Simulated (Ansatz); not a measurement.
The cluster MoPt₃ (the lowest singlet isomer of a short search), 4 atoms. Hardware: 4 threads of Arm Neoverse V2 on a shared host.

In the def2 sets Mo, Pt take a core potential; there is no spin–orbit coupling.

(1) How many basis functions does each of these Ansatz runs have, and roughly what does it cost? LDA (SPW92)/def2-TZVP, charge 0 quintet, energy, from earlier orbitals; PBE0-D4/def2-TZVP, charge 0 quintet, energy, from earlier orbitals; PBE-D4/def2-TZVP, charge 0 quintet, energy, from earlier orbitals; PBE0-D4/def2-TZVP, charge 0 singlet, energy, from earlier orbitals; PBE0-D4/def2-TZVPD, charge -1 doublet at the geometry of the charge 0 singlet, energy, from earlier orbitals; HSE06-D4/def2-TZVP, charge 0 singlet, energy, from earlier orbitals; PBE0-D4/def2-TZVP, charge 0 triplet, energy, from earlier orbitals; r2SCAN-D4/def2-TZVP, charge 0 unrestricted singlet, energy, from earlier orbitals; HSE06-D4/def2-TZVP, charge 0 triplet, energy, from earlier orbitals; PBE0-D4/def2-SVP, charge 0 quintet, energy with a search over starts; r2SCAN-D4/def2-TZVP, charge 0 triplet, energy, from earlier orbitals; PBE0-D4/def2-SVP, charge 0 singlet, energy, from earlier orbitals.

## Answers

(1) Other jobs shared the machine, so times can vary by a factor of up to 3. A dash marks memory too small to be measured apart from the calling script's.

```json
{"run": "PBE0-D4/def2-SVP, charge 0 singlet, energy, from earlier orbitals", "functions": "127", "fitting or Cholesky vectors": "1356", "wall time": "2.7 s", "peak host memory (GiB)": "–"}
{"run": "LDA (SPW92)/def2-TZVP, charge 0 quintet, energy, from earlier orbitals", "functions": "160", "fitting or Cholesky vectors": "1496", "wall time": "3.5 s", "peak host memory (GiB)": "–"}
{"run": "HSE06-D4/def2-TZVP, charge 0 singlet, energy, from earlier orbitals", "functions": "160", "fitting or Cholesky vectors": "1620", "wall time": "3.9 s", "peak host memory (GiB)": "–"}
{"run": "PBE0-D4/def2-TZVP, charge 0 singlet, energy, from earlier orbitals", "functions": "160", "fitting or Cholesky vectors": "1620", "wall time": "4 s", "peak host memory (GiB)": "–"}
{"run": "PBE-D4/def2-TZVP, charge 0 quintet, energy, from earlier orbitals", "functions": "160", "fitting or Cholesky vectors": "1496", "wall time": "6 s", "peak host memory (GiB)": "–"}
{"run": "PBE0-D4/def2-TZVPD, charge -1 doublet at the geometry of the charge 0 singlet, energy, from earlier orbitals", "functions": "169", "fitting or Cholesky vectors": "1614", "wall time": "11 s", "peak host memory (GiB)": "0.69"}
{"run": "HSE06-D4/def2-TZVP, charge 0 triplet, energy, from earlier orbitals", "functions": "160", "fitting or Cholesky vectors": "1620", "wall time": "11 s", "peak host memory (GiB)": "0.69"}
{"run": "r2SCAN-D4/def2-TZVP, charge 0 unrestricted singlet, energy, from earlier orbitals", "functions": "160", "fitting or Cholesky vectors": "1496", "wall time": "12 s", "peak host memory (GiB)": "–"}
{"run": "r2SCAN-D4/def2-TZVP, charge 0 triplet, energy, from earlier orbitals", "functions": "160", "fitting or Cholesky vectors": "1496", "wall time": "16 s", "peak host memory (GiB)": "–"}
{"run": "PBE0-D4/def2-SVP, charge 0 quintet, energy with a search over starts", "functions": "127", "fitting or Cholesky vectors": "1305", "wall time": "18 s", "peak host memory (GiB)": "0.56"}
{"run": "PBE0-D4/def2-TZVP, charge 0 triplet, energy, from earlier orbitals", "functions": "160", "fitting or Cholesky vectors": "1620", "wall time": "20 s", "peak host memory (GiB)": "0.97"}
{"run": "PBE0-D4/def2-TZVP, charge 0 quintet, energy, from earlier orbitals", "functions": "160", "fitting or Cholesky vectors": "1620", "wall time": "22 s", "peak host memory (GiB)": "0.98"}
```
